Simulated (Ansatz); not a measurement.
Relaxation of a periodic cell of 17 atoms, Si16B (host Si, host structure diamond, interstitial B), to a largest force component of 0.03 eV/Å in at most 60 steps.

The calculation used Ansatz 0.2.0, DFT r2SCAN-D3(BJ), scalar-relativistic, plane waves, PAW. Settings: PAW set soft_1, cutoff 500 eV, k mesh 2x2x2, gaussian smearing 0.05 eV, spin collinear.

```xyz
17
Lattice="0.0000 5.4300 5.4300 5.4300 0.0000 5.4300 5.4300 5.4300 0.0000" Properties=species:S:1:pos:R:3
Si 0.000 0.000 0.000
Si 1.357 1.357 1.357
Si 2.715 2.715 0.000
Si 4.072 4.072 1.357
Si 2.715 0.000 2.715
Si 4.072 1.357 4.072
Si 5.430 2.715 2.715
Si 6.787 4.072 4.072
Si 0.000 2.715 2.715
Si 1.357 4.072 4.072
Si 2.715 5.430 2.715
Si 4.072 6.787 4.072
Si 2.715 2.715 5.430
Si 4.072 4.072 6.787
Si 5.430 5.430 5.430
Si 6.787 6.787 6.787
B 5.471 2.679 5.464
```

Question: Where does it end, and by what steps?

Answer: The run converged. The force dipped under the threshold on the way, but the program's further checks kept it going. Limits of this set-up: coarse k mesh, a small cell, in which the defect meets its images. After 3 steps the energy has fallen by 0.091 eV; Si14 moved furthest, 0.06 Å.

```json
{"step": "0", "energy less start (eV)": "0.0000", "largest force component (eV/Å)": "0.411", "accepted": "yes"}
{"step": "1", "energy less start (eV)": "-0.0775", "largest force component (eV/Å)": "0.147", "accepted": "yes"}
{"step": "2", "energy less start (eV)": "-0.0908", "largest force component (eV/Å)": "0.017", "accepted": "yes"}
{"step": "3", "energy less start (eV)": "-0.0908", "largest force component (eV/Å)": "0.017", "accepted": "yes"}
```

```xyz
17
Lattice="0.0000 5.4300 5.4300 5.4300 0.0000 5.4300 5.4300 5.4300 0.0000" Properties=species:S:1:pos:R:3
Si 0.000 -0.026 0.001
Si 1.337 1.377 1.338
Si 2.741 2.714 0.001
Si 4.073 4.072 1.353
Si 2.730 -0.013 2.727
Si 4.106 1.393 4.107
Si 5.426 2.719 2.686
Si 6.752 4.039 4.106
Si 0.000 2.714 2.741
Si 1.353 4.071 4.074
Si 2.710 5.434 2.711
Si 4.073 6.792 4.073
Si 2.686 2.718 5.427
Si 4.107 4.038 6.752
Si 5.426 5.459 5.427
Si 6.779 6.797 6.778
B 5.470 2.680 5.463
```

The run took 120 s on 4 threads of Arm Neoverse V1, with other jobs on the host, peak memory 1.7 GiB.
